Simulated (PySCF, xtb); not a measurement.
CH6OSiTe, SMILES CO[Te][SiH3]. One conformer was computed; it need not be the lowest.

Harmonic wavenumbers (cm⁻¹) from GFN2-xTB run with xtb at its own minimum, in rising order: 50, 75, 104, 183, 248, 355, 480, 485, 493, 754, 766, 805, 1059, 1140, 1150, 1419, 1484, 1496, 2225, 2264, 2290, 2914, 2936, 2974.

Question: What does PBE0-D3(BJ)/def2-SVP (PySCF) give at its own minimum? (Estimate from the structure and the level; the computed values follow.)

Answer: 74, 89, 109, 202, 278, 335, 530, 547, 550, 872, 915, 944, 1115, 1173, 1182, 1451, 1451, 1483, 2225, 2241, 2248, 2998, 3076, 3118. Paired by order, the mean absolute difference is 55 cm⁻¹ and the zero-point energies are 40.2 and 41.8 kcal/mol.
